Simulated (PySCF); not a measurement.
**Electric field gradients and quadrupole coupling constants**

Compound: B3H6N.
Z-matrix (Å and degrees, PBE0-D3(BJ)/def2-SVP geometry), rows numbered from 1:
```
B 
N   1  1.4445
B   2  1.4447  1  120.00
B   2  1.4444  1  120.03  3   179.38
H   1  1.2065  2  119.27  3     0.65
H   1  1.2065  2  119.37  3  -179.31
H   3  1.2068  2  119.35  1    -0.55
H   3  1.2065  2  119.32  1   179.39
H   4  1.2066  2  119.35  1     0.30
H   4  1.2067  2  119.31  1  -179.78
```

Field gradients from the PBE0/pcSseg-1 density (PySCF, non-relativistic), principal values in atomic units, ordered |Vxx| ≤ |Vyy| ≤ |Vzz|:

| atom | Vxx | Vyy | Vzz |
| --- | --- | --- | --- |
| B1 | -0.2264 | -0.3235 | 0.5498 |
| N2 | -0.1363 | -0.1368 | 0.2732 |
| B3 | -0.2263 | -0.3234 | 0.5498 |
| B4 | -0.2265 | -0.3233 | 0.5497 |

Q: Find the asymmetry η = (Vxx − Vyy)/Vzz and the couplings χ = eQV/h (234.96 MHz × Q in barn × V in au), with Q(11B) = 0.04059 b, Q(14N) = 0.02044 b.

A: 
```
atom             environment  nucleus     η  χzz (MHz)  χxx (MHz)  χyy (MHz)
  B1  three-coordinate boron      11B  0.18       5.24      -2.16      -3.08
  N2    boron-bound nitrogen      14N  0.00      1.312     -0.655     -0.657
  B3  three-coordinate boron      11B  0.18       5.24      -2.16      -3.08
  B4  three-coordinate boron      11B  0.18       5.24      -2.16      -3.08
```

The gradient is axial or nearly so (η below 0.05) at N2. 

Q: What is Vzz at N2 in SI units (1 au = 9.71736 × 10²¹ V/m²)?

A: 0.2732 au = 2.654 × 10²¹ V/m².

Q: What couplings would deuterons (Q(2H) = 0.00286 b) have in place of the hydrogens, at this geometry?

A: 
| atom | bonded to | bond length (Å) | Vzz (au) | η | χzz (kHz) |
| --- | --- | --- | --- | --- | --- |
| H5 | B1 | 1.207 | 0.1991 | 0.08 | 134 |
| H6 | B1 | 1.207 | 0.1991 | 0.08 | 134 |
| H7 | B3 | 1.207 | 0.1989 | 0.08 | 134 |
| H8 | B3 | 1.207 | 0.1991 | 0.08 | 134 |
| H9 | B4 | 1.207 | 0.1991 | 0.08 | 134 |
| H10 | B4 | 1.207 | 0.1990 | 0.08 | 134 |

Isolated species at its PBE0-D3(BJ)/def2-SVP geometry, gas phase. The small basis limits the accuracy of the gradients.
